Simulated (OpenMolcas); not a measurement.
Co3+, Rh3+, Ir3+: d⁶ down the group

| Item | Value |
| --- | --- |
| Program | OpenMolcas 26.06 |
| Method | SS-CASPT2, IPEA 0.25 Eh, imaginary shift 0.1 Eh |
| Basis | ANO-R2 |
| Scalar Hamiltonian | X2C, finite nucleus |
| Spin-orbit coupling | state interaction with AMFI integrals over the reference wave functions, term energies averaged over their components |

Active space for each ion: 6 electrons in 5 orbitals (d); closed shells correlated by CASPT2: Co3+ 3s 3p; Rh3+ 4s 4p; Ir3+ 5s 5p.

Computed levels in cm-1 above ⁵D₄:

```csv
Level,Co3+,Rh3+,Ir3+
⁵D₃,620,1547,6000
⁵D₂,1049,2420,5650
⁵D₁,1324,3010,8970
⁵D₀,1458,3290,9220
³H₆,24120,18410,20020
³H₅,24410,18690,29950
³P₁(1),24690,22350,35980
³F₃(1),25950,20510,22740
³F₂(1),26170,21180,23840
weight of ⁵D in the lowest level (%),100,98,83
```

Mixed levels, with the weight of the term that names them: Ir3+ ⁵D₂ (64 %), Ir3+ ³H₅ (51 %), Ir3+ ³P₁(1) (73 %), Ir3+ ³F₃(1) (51 %), Ir3+ ³F₂(1) (72 %).

Measured, with the error of the calculation in %. Measured levels: Co3+ from Sugar and Corliss, J. Phys. Chem. Ref. Data 10, 1097 (1981).

| Level | Co3+ |
| --- | --- |
| ⁵D₃ | 639 (-3.1) |
| ⁵D₂ | 1078 (-2.7) |
| ⁵D₀ | 1494 (-2.4) |
| ³H₆ | 23680 (+1.9) |
| ³H₅ | 24032 (+1.6) |
| ³P₁(1) | 24729 (-0.2) |
| ³F₃(1) | 25736 (+0.8) |
| ³F₂(1) | 25969 (+0.8) |

The fine-structure level ⁵D₀ changes by a factor of 6.32 from Co3+ to Ir3+.

Without spin-orbit coupling ³H lies 23810, 17650, 16520 cm-1 above ⁵D in that order; the difference to the level ³H₆, of either sign, comes from spin-orbit coupling, which also lowers the zero.

Term energies are means over components that CASPT2 splits; among the terms shown or strongly mixed into the levels shown the widest spread is 140 cm-1 (5d⁶ ³F(1), Ir3+). Computed and measured levels are paired by configuration, term and J; levels that our copy of the source lacks, or whose pairing is in doubt (as where it misses far off the trend of its configuration), stay unpaired and out of the deviations. Levels of configurations outside the active space are missing.

A number in round brackets counts repeated terms of one configuration in the order of the reference energies.
